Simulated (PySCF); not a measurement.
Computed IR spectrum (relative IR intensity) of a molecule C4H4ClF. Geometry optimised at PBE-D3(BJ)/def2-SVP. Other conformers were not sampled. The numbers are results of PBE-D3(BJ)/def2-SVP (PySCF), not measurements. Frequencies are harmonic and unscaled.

Lines under 2 % of the strongest are left out, and lines within 2 cm⁻¹ are merged.

ν (cm⁻¹): 389 (vw), 435 (w), 543 (m), 757 (m), 831 (m), 891 (s), 934 (w), 969 (w), 1024 (m), 1095 (s), 1125 (w), 1178 (w), 1246 (vs), 1316 (s), 1394 (w), 1611 (s), 2974 (m), 2996 (m), 3066 (w) (against the strongest line: vs over 80 %, s over 45 %, m over 15 %, w over 4 %, vw less)

Question: Identify the compound among the candidates.
(A) C=C(Cl)/C=C\F
(B) FC=C=CCCl
(C) F[C@H]1C=C(Cl)C1
(D) F[C@@H]1CC=C1Cl

Answer: C, F[C@H]1C=C(Cl)C1
